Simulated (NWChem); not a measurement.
Species: CdH₄O₂F₂; SMILES [OH2]->[Cd](<-[OH2])([F])[F]

Computed with NWChem. STO-3G and 3-21G are far too small for this property and stand as cheap habits. The geometry was optimised at PBE0/def2-SVP. No frequency run checked for a minimum. def2 effective core potentials on Cd; no spin-orbit coupling. Field at 589 nm.

For level B3LYP/STO-3G (all-electron, non-relativistic):

```yaml
isotropic polarisability (bohr³): 25.7
anisotropy (bohr³): 14.1
```

Problem. What are these values for level B3LYP/def2-SVP (core potentials)?

Solution. 
| Property | Value |
|---|---|
| isotropic polarisability (bohr³) | 35.0 |
| anisotropy (bohr³) | 11.9 |
